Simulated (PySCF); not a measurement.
AlH3O, SMILES [OH][AlH2]. Geometry: PBE0-D3(BJ)/def2-TZVP. A frequency run showed that this geometry is not a minimum.

TDDFT-LC-ωPBE/def2-TZVPD run with PySCF 2.14.0 puts the lowest singlet excitations at 5.96, 7.35, 8.02, 8.27, 8.31, 8.31 eV.

**Question.** What are the lowest excitation roots from PySCF with ADC(2)/aug-cc-pVDZ? (The exact figures need the calculation; the answer reports its results.)

**Answer.** 5.93, 6.77, 7.52, 7.64, 8.00, 8.20 eV. S1 differs by -0.03 eV (second minus first; roots are paired by order, and the bases may differ).
